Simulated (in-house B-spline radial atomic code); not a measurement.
# OLYP excitations of Zn²⁺

Method: OLYP. Computed with an all-electron radial atomic-structure program (B-spline basis): linear response of the closed shell [Ar] 3d10 with the functional's adiabatic kernel; scalar-relativistic (spin-free one-electron X2C), finite nucleus, no spin-orbit coupling, no double excitations, S, P, D and F terms only. Only terms of natural parity with L up to 3 were computed.

Command:
```bash
python run_td.py task.json out
```
Settings (radii: box in bohr, nucleus in fm):
```
Z                        30
electrons                28
configuration            [Ar] 3d10
hamiltonian              x2c
method                   optx,lyp
box_radius               29.48
rms_radius               3.9283
intervals                73
```

Cost of the run: 1.8 s on 1 thread of Intel(R) Xeon(R) Platinum 8259CL CPU @ 2.50GHz (Skylake/Cascade Lake), with other jobs on the host.

The lowest states, in the order of their Tamm-Dancoff energies; the method's threshold (minus the highest occupied level) is 30.92 eV. Labels give the largest channel, * marks a mixed state, and oscillator strengths are full-response dipole values. Semilocal kernels can invert the small singlet-triplet splittings of Rydberg terms. Energies in eV:

| state | full response | Tamm-Dancoff | oscillator strength |
| --- | --- | --- | --- |
| 3d → 4s 3D | 7.550 | 7.590 | - |
| 3d → 4s 1D | 8.166 | 8.178 | - |
| 3d → 4p 3F | 14.620 | 14.643 | - |
| 3d → 4p 3P | ? | ? | - |
| 3d → 4p 1F | 14.933 | 14.939 | - |
| 3d → 4p 1P | 15.701 | 15.777 | 0.406 |
| 3d → 5s 3D | 22.416 | 22.424 | - |
| 3d → 5s 1D | 22.537 | 22.538 | - |
| 3d → 4d 3S | 22.847 | 22.867 | - |
| 3d → 4d 3D | 22.924 | 22.928 | - |
| 3d → 4d 1D | 23.122 | 23.133 | - |
| 3d → 4d 1S | 24.336 | 24.535 | - |
| 3d → 5p 3P | 24.600 | 24.609 | - |
| 3d → 5p 3F | 24.628 | 24.634 | - |
| 3d → 5p 1F | 24.701 | 24.702 | - |
| 3d → 5p 1P | ? | ? | ? |
| 3d → 6s 3D | 26.683 | 26.685 | - |
| 3d → 6s 1D | 26.722 | 26.722 | - |

(1) Where does 3d → 5p 1P lie?

(2) Where does 3d → 4p 3P lie?

(3) How large is the singlet-triplet splitting of 3d → 4s (D terms) in Tamm-Dancoff?

(4) What polarisabilities and dispersion coefficient does the method give?

Results:

(1) At 24.855 eV in full response, 24.870 eV in Tamm-Dancoff, oscillator strength 0.0403.

(2) At 14.615 eV in full response, 14.650 eV in Tamm-Dancoff.

(3) 0.588 eV, from the unrounded values.

(4) Dipole 2.923 bohr³, quadrupole 10.23 bohr⁵, C6 7.801 hartree·bohr⁶ for two such species.
